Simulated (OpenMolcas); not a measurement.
**In⁺: effect of the active space**

```json
{
  "Program": "OpenMolcas 26.06",
  "Method": "MS-CASPT2 or its RAS form, IPEA 0.25 Eh, imaginary shift 0.1 Eh",
  "Basis": "ANO-RCC-VTZP",
  "Scalar Hamiltonian": "DKH2, point nucleus",
  "Spin-orbit coupling": "RASSI with atomic mean-field integrals over the reference wave functions, term energies averaged over their components"
}
```

A. 2 electrons in 4 orbitals (5s 5p); 2S+1 = 3 even, 3 roots; 2S+1 = 1 even, 7 roots; 2S+1 = 3 odd, 3 roots; 2S+1 = 1 odd, 3 roots; closed shells correlated: 4d; CASPT2 step roughly 2.8 core-seconds
B. 2 electrons in 8 orbitals (5s 5p 6s 6p); 2S+1 = 3 even, 3 roots; 2S+1 = 1 even, 7 roots; 2S+1 = 3 odd, 3 roots; 2S+1 = 1 odd, 3 roots; closed shells correlated: 4d; CASPT2 step about 5 core-seconds
C. 2 electrons in 9 orbitals (RAS2 5s 5p; RAS3 5d, at most 2 electrons); 2S+1 = 3 even, 3 roots; 2S+1 = 1 even, 7 roots; 2S+1 = 3 odd, 3 roots; 2S+1 = 1 odd, 3 roots; closed shells correlated: 4d; CASPT2 step about 6 core-seconds

Energies in cm⁻¹ above 5s² ¹S₀, the measured ground level; measured values from NIST Handbook of Basic Atomic Spectroscopic Data.

```csv
Level,A,B,C,Measured
5s² ¹S₀,0.0,0.0,0.0,0.0
5s 5p ³P°₀,42290,41960,42360,42276
5s 5p ³P°₁,43180,42840,43230,43351
5s 5p ³P°₂,45100,44770,45160,45830
5s 5p ¹P°₁,63250,62580,62230,63038
5p² ³P₀,102200,102100,102190,101608
```

Deviations, from unrounded energies. A percentage is the sum of absolute deviations over the sum of measured energies, with the sign that they share, or ± where signs differ.

| Against measurement | Levels | A | B | C |
| --- | --- | --- | --- | --- |
| mean absolute deviation (cm-1) | 5 | 340 | 570 | 450 |
| other configurations (%) | 5 | ±0.6 | ±1.0 | ±0.8 |

A lies closest to measurement on these levels and B furthest from it. The largest miss of A in the table is 5s 5p ³P°₂, by -730 cm-1. The ranking rests on the paired levels alone, and a cruder setting can come out closer through cancelling errors.

Among A to C the level of the table that moves most is 5s 5p ¹P°₁, by 1000 cm-1 (lowest in C, highest in A). Moves below CASPT2's spread within the term are not significant.

The ¹D term of p² mixes with s d, which this space lacks (holds for A; B). The run also gave levels led by 5s 6s, which use shells meant for correlation; these and all levels above them are left out (holds for B). Active for correlation alone: 5d; no level in the range computed is led by a configuration that fills it, so any true level of that kind is missing (holds for C). Measured partners are found by configuration, term and J. A level has none where our copy of the source lacks it or the pairing is in doubt (some pairs that miss far off the trend of their configuration count as doubtful), and it then counts in no deviation. Only configurations of the active space appear. Levels that lie high or do not pair safely by name in every column are left out.

° marks odd parity.
